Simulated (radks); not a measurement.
Results of a calculation; reference values are marked as such.
Ionisation of neutral cadmium, [Kr] 4d10 5s2, to Cd+, [Kr] 4d10 5s1, under several functionals. Scalar-relativistic Kohn-Sham, spin-polarised, spherical densities, finite nucleus; open shells are filled with parallel spins first (spin-orbit coupling, left out, can overturn this in heavy ions); a radial shooting solver on a logarithmic mesh with Libxc functionals.

functional                                      E(Cd) (hartree)  Exc (hartree)  IE (eV)  -e(HOMO) (eV)  <r> HOMO (bohr)  IE error (eV)
exchange-only LDA                                   -5584.92069     -144.56510    8.207          4.933            2.930         -0.786
OLYP                                                -5596.76002     -156.65942    8.708          5.312            2.933         -0.285
PBEsol                                              -5591.92475     -151.66449    9.046          5.700            2.880         +0.052
B86b exchange with PBE correlation                  -5595.19903     -154.97474    9.068          5.686            2.895         +0.074
LDA (Slater exchange, Perdew-Wang correlation)      -5589.48565     -149.20183    9.418          5.955            2.867         +0.424
AM05                                                -5589.71030     -149.43681    9.000          5.646            2.883         +0.006
BLYP                                                -5595.12570     -154.88652    9.146          5.650            2.903         +0.152
RPBE                                                -5594.84470     -154.62107    8.910          5.546            2.917         -0.084

NIST Atomic Spectra Database: 8.994 eV (measured). Closest: AM05. The Delta-SCF values span 1.21 eV, the total energies 11.84 hartree. The highest occupied level is 5s.
